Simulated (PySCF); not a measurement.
## Two-component Hartree-Fock for Ga³⁺ (gallium, charge +3)

Start: [Ar] 3d10. Calculated with PySCF 2.14 in x2c-SVPall-2c (5s6p3d, 38 functions): generalised Hartree-Fock with the X2C-1e Hamiltonian and a Gaussian nucleus; one run each with spin-orbit coupling (SO) switched off, then screened by Boettger's factors.

```csv
spinor shell,electrons,"ε, spin-free (eV)","ε, screened SO (eV)",weight of nominal j (screened SO),"rms radius, screened SO (bohr)"
1s1/2,2,-10471.3,-10471.1,1.000,0.0561
2s1/2,2,-1373.5,-1373.5,1.000,0.236
2p1/2,2,-1196.0,-1215.0,1.000,0.209
2p3/2,4,-1196.0,-1186.8,1.000,0.212
3s1/2,2,-212.11,-212.11,1.000,0.699
3p1/2,2,-156.49,-159.16,1.000,0.730
3p3/2,4,-156.49,-155.20,1.000,0.740
3d3/2,4,-65.084,-65.396,1.000,0.874
3d5/2,6,-65.084,-64.876,1.000,0.880
```

```
   quantity    spin-free  screened SO
E (hartree)  -1939.85709  -1939.90713
        M_J            0            0
       ⟨J²⟩        0.000        0.000
       ⟨L²⟩        0.000        0.002
       ⟨S²⟩        0.000        0.002
```

Without spin-orbit coupling the j labels of p, d and f shells carry no meaning; the spin-free column gives the mean over the occupied spinors of each nl shell.
